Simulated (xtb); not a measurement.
AsF₃, charge -1, doublet, from a rough starting geometry (a state made from the parent by changing its charge; the spin is typed, not shown lowest); GFN2-xTB run with xtb.

The xtb input:
```
$ xtb mol.xyz --gfn 2 --chrg -1 --uhf 1 --opt vtight --json

# file mol.xyz
4

F     -0.86967192    -1.14154364    -0.20908416
As     0.06301555    -0.00330969     0.65485336
F      1.40816272    -0.10418539    -0.23269292
F     -0.62881786     1.27298426    -0.18250193
```

Question: What does xtb print? Leave out banner, timings and long lists.

Answer: 
```
   ID    Z sym.   atoms
    1    9 F      1, 3, 4
    2   33 As     2

           -------------------------------------------------
          |                Calculation Setup                |
           -------------------------------------------------

           -------------------------------------------------
          |                 G F N 2 - x T B                 |
           -------------------------------------------------

          ...................................................
          :                      SETUP                      :
          :.................................................:
          :  # basis functions                  22          :
          :  # atomic orbitals                  21          :
          :  # shells                            9          :
          :  # electrons                        27          :
          :  max. iterations                   250          :
          :  Hamiltonian                  GFN2-xTB          :
          :  restarted?                      false          :
          :  GBSA solvation                  false          :
          :  PC potential                    false          :
          :  electronic temp.          300.0000000     K    :
          :  accuracy                    1.0000000          :
          :  -> integral cutoff          0.2500000E+02      :
          :  -> integral neglect         0.1000000E-07      :
          :  -> SCF convergence          0.1000000E-05 Eh   :
          :  -> wf. convergence          0.1000000E-03 e    :
          :  Broyden damping             0.4000000          :
          :  net charge                         -1          :
          :  unpaired electrons                  1          :
          ...................................................

 iter      E             dE          RMSdq      gap      omega  full diag
   1    -16.7494972 -0.167495E+02  0.179E+01    0.74       0.0  T
   2    -16.7522111 -0.271393E-02  0.112E+01    0.66       1.0  T
   3    -16.7531614 -0.950238E-03  0.152E+00    0.60       1.0  T
   4    -16.7544872 -0.132584E-02  0.602E-01    0.60       1.0  T
   5    -16.7545000 -0.127995E-04  0.215E-01    0.60       1.0  T
   6    -16.7545027 -0.268902E-05  0.247E-02    0.60       2.0  T
   7    -16.7545031 -0.419766E-06  0.727E-03    0.60       6.9  T
   8    -16.7545031 -0.406176E-07  0.244E-03    0.60      20.5  T
   9    -16.7545032 -0.710566E-08  0.104E-03    0.60      47.9  T
[...]
 * total energy  :   -16.8642345 Eh     change       -0.9116133E-03 Eh
 * total energy  :   -16.8645521 Eh     change       -0.3175970E-03 Eh
 * total energy  :   -16.8647210 Eh     change       -0.1688536E-03 Eh
 * total energy  :   -16.8648537 Eh     change       -0.1326932E-03 Eh
 * total energy  :   -16.8648635 Eh     change       -0.9816811E-05 Eh
 * total energy  :   -16.8648715 Eh     change       -0.7989432E-05 Eh
 * total energy  :   -16.8648938 Eh     change       -0.2228416E-04 Eh
 * total energy  :   -16.8649142 Eh     change       -0.2044965E-04 Eh
 * total energy  :   -16.8649418 Eh     change       -0.2764011E-04 Eh
 * total energy  :   -16.8649487 Eh     change       -0.6819431E-05 Eh
 * total energy  :   -16.8649498 Eh     change       -0.1125809E-05 Eh
 * total energy  :   -16.8649499 Eh     change       -0.9257350E-07 Eh
   *** GEOMETRY OPTIMIZATION CONVERGED AFTER 44 ITERATIONS ***
         :: total energy             -16.864949880988 Eh    ::
[...]
        18                          0.2743940               7.4666
        19                          0.3783761              10.2961
        20                          0.4785396              13.0217
        21                          1.0052023              27.3529
      -------------------------------------------------------------
                  HL-Gap            0.1713567 Eh            4.6629 eV
             Fermi-level           -0.1196384 Eh           -3.2555 eV

     #   Z          covCN         q      C6AA      α(0)
     1   9 F        0.695    -0.478    14.566     4.506
     2  33 As       2.127     0.233   224.393    28.078
     3   9 F        0.695    -0.479    14.569     4.507
     4   9 F        0.737    -0.276    12.052     4.100

 Mol. C6AA /au·bohr⁶  :        650.449094
 Mol. C8AA /au·bohr⁸  :      30383.852115
 Mol. α(0) /au        :         41.190837

Wiberg/Mayer (AO) data.
largest (>0.10) Wiberg bond orders for each atom

 ---------------------------------------------------------------------------
     #   Z sym  total        # sym  WBO       # sym  WBO       # sym  WBO
 ---------------------------------------------------------------------------
     1   9 F    0.914 --     2 As   0.831
     2  33 As   2.791 --     4 F    1.130     1 F    0.831     3 F    0.830
     3   9 F    0.914 --     2 As   0.830
     4   9 F    1.193 --     2 As   1.130
 ---------------------------------------------------------------------------

Topologies differ in total number of bonds
Writing topology from bond orders to xtbtopo.mol

molecular dipole:
                 x           y           z       tot (Debye)
 q only:        0.127      -0.276       0.024
   full:        0.015      -0.019      -0.004       0.062
molecular quadrupole (traceless):
                xx          xy          yy          xz          yz          zz
 q only:      -10.277      -6.766       2.552       0.529       0.440       7.725
  q+dip:      -10.973      -6.767       1.870       0.503       0.666       9.103
   full:      -11.842      -7.336       2.083       0.545       0.710       9.760

optimized geometry written to: xtbopt.xyz

           -------------------------------------------------
          | TOTAL ENERGY              -16.864949880988 Eh   |
          | GRADIENT NORM               0.000101180046 Eh/α |
          | HOMO-LUMO GAP               4.662854414726 eV   |
           -------------------------------------------------

normal termination of xtb
```
